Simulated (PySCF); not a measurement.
PySCF 2.14 output of an unrestricted PBE0 calculation on a single atom or ion in aug-cc-pVTZ-DK (8s7p5d3f2g, 93 functions), with scalar relativity by spin-free X2C-1e:

```
SCF conv_tol = 1e-09
number electrons alpha = 16  beta = 9
    C. Adamo and V. Barone.,  J. Chem. Phys. 110, 6158 (1999)
    M. Ernzerhof and G. E. Scuseria.,  J. Chem. Phys. 110, 5029 (1999)
cycle= 1 E= -1158.17067079302  delta_E= -0.00734  |g|= 0.0378  |ddm|= 1.19
cycle= 2 E= -1158.17069902154  delta_E= -2.82e-05  |g|= 0.0415  |ddm|= 0.365
cycle= 3 E= -1158.17104850801  delta_E= -0.000349  |g|= 0.0017  |ddm|= 0.141
cycle= 4 E= -1158.171053202  delta_E= -4.69e-06  |g|= 0.000341  |ddm|= 0.118
cycle= 5 E= -1158.17105353956  delta_E= -3.38e-07  |g|= 8.24e-05  |ddm|= 0.0357
cycle= 6 E= -1158.17105356279  delta_E= -2.32e-08  |g|= 3.78e-06  |ddm|= 0.0115
cycle= 7 E= -1158.17105356292  delta_E= -1.26e-10  |g|= 2.56e-07  |ddm|= 0.0009
converged SCF energy = -1158.17105356292  <S^2> = 15.750152  2S+1 = 8.0000379
```

The run itself started from symmetry-adapted Hartree-Fock orbitals and held the occupation by maximum overlap, on a logarithmic radial grid, so the iterations belong to that start.

Task: Which element, charge and spin multiplicity is this?

Result: Mn (manganese, neutral), multiplicity 8; the state was [Ar] 3d5 4s1 5s1, high-spin 8S determinant (an excited configuration).

The outer electron is Rydberg-like, and this basis confines it to a smaller radius and binds it less than a complete one would.
